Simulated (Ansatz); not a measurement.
Z-matrix (Å, degrees):
```
C
Si 1 1.866
H 1 1.090 2 110.8
H 1 1.095 2 110.0 3 -119.2
H 1 1.092 2 110.7 3 121.0
N 2 1.712 1 106.3 3 177.5
Al 2 2.323 1 127.0 3 -15.7
S 2 2.219 1 110.9 3 48.3
H 6 1.006 2 121.4 1 179.6
H 6 1.008 2 120.1 1 -32.2
H 7 1.579 2 167.1 1 -92.9
```

The species carries charge 0 and has multiplicity 1.

**Question.** List the PBE/def2-TZVPP orbital energies in eV (the Gaussian-basis code of Ansatz). (An estimate is asked.)

**Answer.** Computed: Occupied: -2394.92, -1779.87, -1506.79, -380.10, -268.61, -207.88, -153.95, -153.91, -153.90, -137.49, -107.06, -94.27, -94.21, -94.18, -69.14, -68.99, -68.91, -21.14, -17.46, -16.81, -12.23, -12.21, -10.16, -10.01, -9.64, -8.95, -8.07, -7.37, -6.40, -6.13, -5.08. Lowest empty: -2.27, -1.15, -0.39, 0.07, 0.49, 0.83, 1.37, 1.59.
